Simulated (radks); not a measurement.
Species: Rb IV. Configuration: [Ar] 3d10 4s2 4p4.

Calculated with a radial shooting solver on a logarithmic mesh with Libxc functionals: non-relativistic Kohn-Sham, Slater X-alpha with alpha = 0.667, spin-polarised, spherical densities, point nucleus; open shells are filled with parallel spins first (spin-orbit coupling, left out, can overturn this in heavy ions); relativity is left out, which matters for an element this heavy.

Energy parts (hartree):
part                   energy
total             -2930.54512
kinetic            2930.54512
electron-nucleus  -6962.75728
Hartree            1193.18313
exchange            -91.51607

Orbitals (lengths in bohr, moments of r in powers of bohr; <r^-3> diverges for s and p1/2; r(max) is where P^2 peaks):
orbital  occ.  eigenvalue (hartree)  <r^-3>   r(max)
1s up       1             -542.1895       -  0.02731
1s down     1             -542.1810       -  0.02731
2s up       1             -72.52249       -   0.1538
2s down     1             -72.51684       -   0.1538
2p up       3             -66.01800    1518   0.1214
2p down     3             -66.01004    1518   0.1214
3s up       1             -11.74206       -   0.4615
3s down     1             -11.73002       -   0.4616
3p up       3              -9.39425   228.4   0.4509
3p down     3              -9.38079   228.6   0.4509
3d up       5              -5.14456   30.92   0.3915
3d down     5              -5.12887   31.02   0.3914
4s up       1              -2.28963       -    1.260
4s down     1              -2.19708       -    1.255
4p up       3              -1.70342   27.62    1.379
4p down     1              -1.61212   27.48    1.377

The highest occupied level is 4p down at -43.868 eV. Virial ratio -V/T = 2.00000. Summed over all electrons, <r^2> = 22.14 bohr^2, which gives a Langevin (diamagnetic) susceptibility term of -17.5 x 10^-6 cm^3/mol. The density falls to 0.001 e/bohr^3 at r = 3.23 bohr.
